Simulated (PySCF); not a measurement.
**TDDFT excited states: C2H6F2Si**

C2H6F2Si.
Cartesian coordinates in Å at the GFN2-xTB level; atoms count from 1:
```xyz
11
C2H6F2Si angstrom
F     -1.053   -1.637    0.601
C     -1.338   -0.302    0.413
C     -0.338    0.326   -0.540
Si     1.464    0.084    0.024
F      2.357    0.933   -1.019
H     -1.297    0.162    1.404
H     -2.363   -0.259    0.028
H     -0.577    1.387   -0.623
H     -0.476   -0.109   -1.532
H      1.706    0.705    1.319
H      1.920   -1.288   -0.101
```

Theory: TDDFT PBE0/def2-SVPD, vertical, gas phase, core orbitals frozen in the response in PySCF.

Problem. List the vertical singlet excitations with oscillator strengths and describe the spectrum.

Solution. 

```json
{"state": "S1", "E (eV)": "7.55", "E (kJ/mol)": "729", "λ (nm)": "164.1", "f": "0.0031", "|μ| (D)": "0.33", "main configurations (H = HOMO, L = LUMO)": "H→L (98%)"}
{"state": "S2", "E (eV)": "8.18", "E (kJ/mol)": "789", "λ (nm)": "151.5", "f": "0.011", "|μ| (D)": "0.59", "main configurations (H = HOMO, L = LUMO)": "H-1→L (93%)"}
{"state": "S3", "E (eV)": "8.25", "E (kJ/mol)": "796", "λ (nm)": "150.2", "f": "0.0065", "|μ| (D)": "0.46", "main configurations (H = HOMO, L = LUMO)": "H→L+1 (96%)"}
{"state": "S4", "E (eV)": "8.66", "E (kJ/mol)": "836", "λ (nm)": "143.1", "f": "0.0052", "|μ| (D)": "0.40", "main configurations (H = HOMO, L = LUMO)": "H-2→L (93%)"}
{"state": "S5", "E (eV)": "8.97", "E (kJ/mol)": "866", "λ (nm)": "138.2", "f": "0.171", "|μ| (D)": "2.24", "main configurations (H = HOMO, L = LUMO)": "H→L+2 (84%)"}
{"state": "S6", "E (eV)": "9.00", "E (kJ/mol)": "868", "λ (nm)": "137.7", "f": "0.030", "|μ| (D)": "0.94", "main configurations (H = HOMO, L = LUMO)": "H-1→L+1 (88%)"}
{"state": "S7", "E (eV)": "9.14", "E (kJ/mol)": "882", "λ (nm)": "135.6", "f": "0.0029", "|μ| (D)": "0.29", "main configurations (H = HOMO, L = LUMO)": "H-3→L (83%)"}
{"state": "S8", "E (eV)": "9.38", "E (kJ/mol)": "905", "λ (nm)": "132.2", "f": "0.047", "|μ| (D)": "1.15", "main configurations (H = HOMO, L = LUMO)": "H→L+3 (81%), H-2→L+1 (11%)"}
```

Triplets, Tamm–Dancoff:

```csv
state,E (eV),λ (nm),"main configurations (H = HOMO, L = LUMO)"
T1,7.14,173.5,H→L (95%)
T2,7.58,163.5,H-1→L (87%)
T3,7.94,156.1,H→L+1 (90%)
```

The lowest singlet lies at 7.55 eV (164 nm, vacuum ultraviolet) and is very weak; its leading configuration is HOMO→LUMO (98%). The most intense listed level is S5 at 8.97 eV (138 nm, f = 0.171), 1.42 eV above S1. Löwdin shares by element: HOMO carbon 41%, silicon 19%, fluorine 8% or more (atoms not listed hold the other 32%); LUMO silicon 34%, hydrogen 23% or more, carbon 10% or more (atoms not listed hold the other 33%). Of the 8 states listed, 4 reach f = 0.01 and none stays under 0.0005. Orbital energies (eV): HOMO-3 -10.44, HOMO-2 -9.98, HOMO-1 -9.66, HOMO -8.94, LUMO 0.03, LUMO+1 0.55, LUMO+2 1.17. Weighted by f, the mean energy of these states is 8.98 eV. The window holds the lowest 8 singlets.

The run took 15 s of wall time on Arm Neoverse V1, one thread (shared host), and the process peaked at 0.66 GiB of memory.

One conformer stands for the species.
